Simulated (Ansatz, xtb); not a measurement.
# Relaxing a trial structure of AlF2H5Si2

The starting geometry of this gas-phase singlet was built from a drawn formula by distance geometry and a force field; its bonds are those of `F[SiH](F)[AlH][SiH3]`.

```xyz
10

Al    1.6110    1.3972   -0.0966
F    -0.9457   -0.6764   -0.5533
F     0.8370   -0.6111   -2.6756
Si    0.6542   -0.6040   -0.9623
Si    0.2100    2.8157    1.2098
H     1.4049   -1.7576   -0.4711
H     3.1229    1.7202   -0.3427
H     0.7549    2.9959    2.5050
H    -1.1617    2.2596    1.2341
H     0.1701    4.1744    0.5229
```

Problem. Predict what becomes of its bonds when it is optimised with r2SCAN-D4/def2-SVP.

Solution. It keeps its bonds, and is `F[SiH](F)[AlH][SiH3]`.

The energy falls by 0.41 eV over 33 steps:

```
step  E − E(last) (eV)
   1             0.406
   5             0.016
   8             0.014
  12             0.012
  15             0.010
  19             0.007
  22             0.003
  26             0.001
  29             0.000
  33             0.000
```

Final geometry (Å):

```xyz
10

Al    1.7100    1.2685    0.1415
F    -0.2733   -1.4139    0.0548
F    -0.1612   -0.1492   -2.2307
Si    0.7496   -0.6989   -0.9948
Si    0.1739    2.9744    1.0148
H     1.6091   -1.7847   -1.5531
H     3.2872    1.4300    0.3005
H     0.3904    3.1671    2.4862
H    -1.2650    2.6275    0.7996
H     0.4367    4.2935    0.3514
```

From the same start GFN2-xTB ends elsewhere, differing in Al1–F2 (1.67 against 3.34 Å here), F2–Si4 (2.99 against 1.63 Å here).

No frequencies were run, so the end isn't proven a minimum. Run with Ansatz 0.2.0, 67 s on 1 thread of AMD EPYC 9R45 96-Core Processor (Zen 5), with other jobs on the host.
